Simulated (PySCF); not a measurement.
Exercise with solution: chemical shift, span and skew from a shielding tensor

Se(H)(Et) (C₂H₆Se), SMILES [SeH]CC. Atoms are numbered in the order given.

```xyz
9

Se    -0.5569    -0.2165     0.5500
H     -1.5225    -0.0767    -0.5547
C      1.0305    -0.2417    -0.6238
C      1.2546     1.0501    -1.3975
H      0.9417    -1.1120    -1.2897
H      1.8587    -0.4422     0.0730
H      1.3447     1.9102    -0.7172
H      0.4208     1.2509    -2.0885
H      2.1794     0.9802    -1.9957
```
Charge 0, spin multiplicity 1.

Geometry optimised at TPSSh-D3(BJ)/def2-SVP. The values are those of a single conformer.

GIAO shieldings from B3LYP/pcSseg-1 in PySCF, non-relativistic, no solvent. The symmetric part of the tensor of C3 has the principal values 133.7, 156.5, 167.5 ppm. The same nucleus in TMS has σ = 181.3 ppm at this level (PySCF, at its B3LYP-D3(BJ)/def2-TZVP geometry).

Task: Work out the isotropic shielding, the ¹³C shift against TMS, the span and the skew.

Result: 
σ(iso) = (σ11 + σ22 + σ33)/3 = 152.6 ppm. δ = σ(ref) − σ(iso) = 181.3 − (152.6) = 28.7 ppm.
Span Ω = σ33 − σ11 = 33.8 ppm. Skew κ = 3(σ(iso) − σ22)/Ω = -0.35. Tumbling in solution averages the tensor to δ; in a static solid the shielding alone would spread this spin-1/2 line over Ω.
